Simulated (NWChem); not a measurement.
The numbers come from NWChem runs, not from measurements. System: C₂H₇OSi, charge 0, spin multiplicity 2, at a geometry optimised with UPBE0/def2-SVP. The structure started from a generated list of species. Its SCF solution wasn't tested for a lower state. Level: UMP2/def2-TZVP, 8 core orbitals frozen.

Output (cleaned and shortened):

```
             Northwest Computational Chemistry Package (NWChem) 7.3.0
             --------------------------------------------------------

                                NWChem Input Module
                                -------------------

 Scaling coordinates for geometry "geometry" by  1.889725989
 (inverse scale =  0.529177249)

                             Geometry "geometry" -> ""
                             -------------------------

 Output coordinates in angstroms (scale by  1.889725989 to convert to a.u.)

  No.       Tag          Charge          X              Y              Z
 ---- ---------------- ---------- -------------- -------------- --------------
    1 C                    6.0000     1.53251700    -0.85645300    -0.04181000
    2 Si                  14.0000    -0.00620200     0.12003600     0.40229100
    3 C                    6.0000    -1.56472400    -0.82885100    -0.08233800
    4 O                    8.0000     0.12000200     1.56241400    -0.45269000
    5 H                    1.0000     2.44399600    -0.29548600     0.21262800
    6 H                    1.0000     1.55661700    -1.81774500     0.49378800
    7 H                    1.0000     1.54966800    -1.06248800    -1.12585000
    8 H                    1.0000    -1.56245900    -1.03821200    -1.16628000
    9 H                    1.0000    -2.48314800    -0.27074100     0.15650900
   10 H                    1.0000    -1.60909100    -1.78983100     0.45422500
   11 H                    1.0000    -0.57553600     2.20650600    -0.29067800

 Effective nuclear repulsion energy (a.u.)     167.6922123445

            Nuclear Dipole moment (a.u.)
            ----------------------------
        X                 Y               Z
 ---------------- ---------------- ----------------
    -0.0000132281    -0.0000094486     0.0000151178


 Summary of "ao basis" -> "" (spherical)
 ------------------------------------------------------------------------------
       Tag                 Description            Shells   Functions and Types
 ---------------- ------------------------------  ------  ---------------------
 *                         def2-tzvp                  on all atoms

 Summary of "ao basis" -> "ao basis" (spherical)
 ------------------------------------------------------------------------------
       Tag                 Description            Shells   Functions and Types
 ---------------- ------------------------------  ------  ---------------------
[...]
     2   0 2 0    -23.474552    -87.868544    -85.582115    149.976108
     2   0 1 1      0.541362      7.396050      8.886706    -15.741394
     2   0 0 2    -26.121848    -29.504078    -22.288073     25.670303

                   NWChem MP2 Semi-direct Energy/Gradient Module
                   ---------------------------------------------

  Basis functions       =    172
  Molecular orbitals    =    172
  Frozen core           =      8
  Frozen virtuals       =      0
  Active alpha occupied =     13
  Active beta occupied  =     12
  Active alpha virtual  =    151
  Active beta virtual   =    152
  Use MO symmetry       = F
  Use skeleton AO sym   = F

  AO/Fock/Back tols     =   1.0D-09  1.0D-09  1.0D-09

 GA uses MA = F    GA memory limited = T

 Available:
  local mem=  1.26D+08
 global mem=  1.44D+08
 local disk=  0.00D+00
  mp2_memr nvloc                   151
  nvloc new                   151
   1 passes of  13:        5242880                     158462                  95665181.
   1 passes of  13: M    126147822           G      144120032           F     120904942.

 Semi-direct pass number   1 of   1  for UHF alpha       at       70.8s
  vrange nnbf                 14326
  mp2_eaftype                   364  avail_ma_in_mb                  1099
 EAF : mp2_eaftype filesize         364   47832591.
  mp2_eaf for mointskh                    364
Node 0 wrote    225.0 Mb in      0.1 s     Agg I/O rate:  2430.6 Mb/s
 Done moints_semi at       89.7s
  mp2_eaftype                   364  avail_ma_in_mb                   735
 EAF : mp2_eaftype filesize         364   47832591.
  mp2_eaf for kh                   364
 Done maket at       90.6s
 Done multipass loop at       90.6s

 GA uses MA = F    GA memory limited = T

 Available:
  local mem=  1.26D+08
 global mem=  1.44D+08
 local disk=  0.00D+00
  mp2_memr nvloc                   152
  nvloc new                   152
   1 passes of  12:        5242880                     151514                  88894714.
   1 passes of  12: M    126147822           G      144120032           F     120904942.

 Semi-direct pass number   1 of   1  for UHF beta        at       90.7s
  vrange nnbf                 14326
  mp2_eaftype                   339  avail_ma_in_mb                  1099
 EAF : mp2_eaftype filesize         339   44447357.
  mp2_eaf for mointskh                    339
Node 0 wrote    209.0 Mb in      0.1 s     Agg I/O rate:  2122.1 Mb/s
 Done moints_semi at      109.0s
  mp2_eaftype                   339  avail_ma_in_mb                   760
 EAF : mp2_eaftype filesize         339   44447357.
  mp2_eaf for kh                   339
 Done maket at      109.9s
 Done multipass loop at      109.9s

          -------------------------------------------
          SCF energy                -443.708998253706
          Correlation energy          -0.681130083627
          Singlet pairs                0.000000000000
          Triplet pairs                0.000000000000
          Total MP2 energy          -444.390128337334
          -------------------------------------------

          ---------------------------------------------------
                    Spin Component Scaled (SCS) MP2
          Same spin pairs                     -0.158840106769
          Same spin scaling factor             0.333333333333
          Opposite spin pairs                 -0.522289976858
          Opposite spin scaling fact.          1.200000000000
          SCS-MP2 correlation energy          -0.679694674486
          Total SCS-MP2 energy              -444.388692928192
          ---------------------------------------------------

 -----------------------
 Performance information
 -----------------------

 Timer overhead =  1.44D-07 seconds/call

               Nr. of calls         CPU time (s)                 Wall time (s)                GFlops
             ---------------    -------------------     ------------------------------   -------------------
Name         Min   Avg   Max    Min     Avg     Max     Min     Avg     Max   Mx/calls   Min     Max     Sum
mp2: moin     2     2     2    37.     37.     37.      37.     37.     37.     19.      0.0     0.0     0.0
mp2: make     2     2     2    1.8     1.8     1.8      1.8     1.8     1.8    0.90      0.0     0.0     0.0
mp2: tota     1     1     1    39.     39.     39.      39.     39.     39.     39.      0.0     0.0     0.0

 The average no. of pstat calls per process was 5.00D+00
 with a timing overhead of 7.19D-07s

 Task  times  cpu:      109.9s     wall:      109.9s

 Total times  cpu:      109.9s     wall:      109.9s
```

### Question
Write an NWChem input that would produce this output.

### Answer
One answer among several that fit: 
```
start mol
memory heap 200 mb stack 900 mb global 1100 mb
geometry units angstroms nocenter noautoz noautosym
  C      1.532517    -0.856453    -0.041810
  Si    -0.006202     0.120036     0.402291
  C     -1.564724    -0.828851    -0.082338
  O      0.120002     1.562414    -0.452690
  H      2.443996    -0.295486     0.212628
  H      1.556617    -1.817745     0.493788
  H      1.549668    -1.062488    -1.125850
  H     -1.562459    -1.038212    -1.166280
  H     -2.483148    -0.270741     0.156509
  H     -1.609091    -1.789831     0.454225
  H     -0.575536     2.206506    -0.290678
end
basis spherical
  * library def2-tzvp
end
scf
  uhf
  nopen 1
  maxiter 100
  thresh 1e-7
  semidirect memsize 60000000 filesize 0
  # guess.movecs holds the orbitals of an unrestricted PBE0 run
  vectors input guess.movecs output mol.movecs
end
mp2
  freeze core 8
end
task mp2 energy
```
